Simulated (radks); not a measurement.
Problem. These are the eigenvalues of the occupied orbitals of an atom or ion with whole-number occupations (hartree). All-electron calculation, Dirac Kohn-Sham, PBE, spin-unpolarised, spherical densities, finite nucleus; Fermi nuclear charge, rms radius of each element as measured or else 0.836 A^(1/3) + 0.57 fm. Program: a radial shooting solver on a logarithmic mesh with Libxc functionals.

| orbital | eigenvalue |
|---|---|
| 1s1/2 | -3050.382 |
| 2s1/2 | -540.4898 |
| 2p1/2 | -518.7504 |
| 2p3/2 | -447.1784 |
| 3s1/2 | -128.4996 |
| 3p1/2 | -118.6687 |
| 3p3/2 | -102.8158 |
| 3d3/2 | -86.47875 |
| 3d5/2 | -83.08169 |
| 4s1/2 | -28.50907 |
| 4p1/2 | -24.28656 |
| 4p3/2 | -20.45889 |
| 4d3/2 | -13.54335 |
| 4d5/2 | -12.82965 |
| 5s1/2 | -4.66193 |
| 4f5/2 | -3.93178 |
| 4f7/2 | -3.77771 |
| 5p1/2 | -3.26909 |
| 5p3/2 | -2.59876 |
| 5d3/2 | -0.73466 |
| 5d5/2 | -0.66582 |
| 6s1/2 | -0.54060 |

Which element is it, and in what charge state? The configuration may be excited. Open shells, if any, fill j = l - 1/2 first.

Solution. Z = 80, mercury, charge +1: Hg+ in [Xe] 4f14 5d10 6s1. The list shows which subshells hold electrons but not how many an open one holds; the 1s level, -3050.4 hartree, gives Z - s = 78.1 by -(Z - s)^2/2, which with screening and relativity narrows Z to a few neighbours, and the depths of the outer levels then fix element, charge and occupations together.
